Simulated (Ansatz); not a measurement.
Ru3Pt. The state is a triplet with charge 0. Geometry r2SCAN-D4/def2-SVP; atoms count from 1.

| atom | x (Å) | y (Å) | z (Å) |
| --- | --- | --- | --- |
| Pt1 | 0.709 | -1.257 | -1.185 |
| Ru2 | -0.994 | 0.301 | 1.461 |
| Ru3 | -0.964 | 0.478 | -0.735 |
| Ru4 | 1.250 | 0.479 | 0.458 |

In the def2 sets Pt, Ru take a core potential; there is no spin–orbit coupling. The charge 0 triplet is spin-contaminated (final ⟨S²⟩ up to 3.79, 2.00 for a pure state). The structure comes from a short search, and lower isomers may exist.

Question: Estimate the Mulliken populations from the PBE0/def2-TZVP orbitals of Ansatz.

Answer: 
```
atom  charge (e)  spin (α − β)  d electrons
 Pt1        0.04          0.02         9.05
 Ru2        0.06          2.38         7.03
 Ru3       -0.07          1.65         7.00
 Ru4       -0.03         -2.06         7.08
```
Mulliken values depend strongly on the basis.

Question: Where does the spin sit?

Answer: Summed by element: Pt 0.02, Ru 1.98, of 2 unpaired in all. Largest on single atoms: Ru2 2.38, Ru4 -2.06, Ru3 1.65.

Question: And the Mayer bond orders between heavy atoms (over 0.3)?

Answer: Pt1–Ru3 0.97 (2.45 Å); Pt1–Ru4 0.99 (2.45 Å); Ru2–Ru3 2.09 (2.20 Å); Ru2–Ru4 1.07 (2.46 Å); Ru3–Ru4 0.92 (2.51 Å).
